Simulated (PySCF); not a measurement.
MBr for M along the second period

CCSD(T) with triple-zeta basis sets in PySCF, for the lowest determinant that a PBE0 search found; no spin–orbit coupling. De refers to high-spin ground-configuration atoms.

```
 M         basis  reference, frozen orbitals  state (unpaired electrons)  Re (Å)  ωe (cm⁻¹)  De (eV)
Li  x2c-TZVPPall                      RHF, 9      singlet (closed shell)   2.182        562     4.20
Be  x2c-TZVPPall                      UHF, 9               doublet (σ ↑)   1.978        693     3.02
 B    def2-TZVPP                     RHF, 10      singlet (closed shell)   1.897        691     4.46
 C    def2-TZVPP                     UHF, 10               doublet (π ↑)   1.824        734     3.41
 F    def2-TZVPP                     RHF, 10      singlet (closed shell)   1.766        671     2.50
```

(1) By what factor does the harmonic wavenumber vary along the series?

The rows differ in basis set, which adds steps of its own.

The state changes along the series, so neighbouring rows are not always alike in their bonding.

Correlated steps freeze the inner cores (9 to 10 orbitals); shallow outer-core shells are correlated. Where the molecule has an RHF reference, its open-shell atoms are computed with UHF. States were picked by a PBE0 search and need not be the measured ground states.

Answers

(1) At CCSD(T) it runs from 562 cm⁻¹ (LiBr) to 734 cm⁻¹ (CBr), a factor of 1.31.
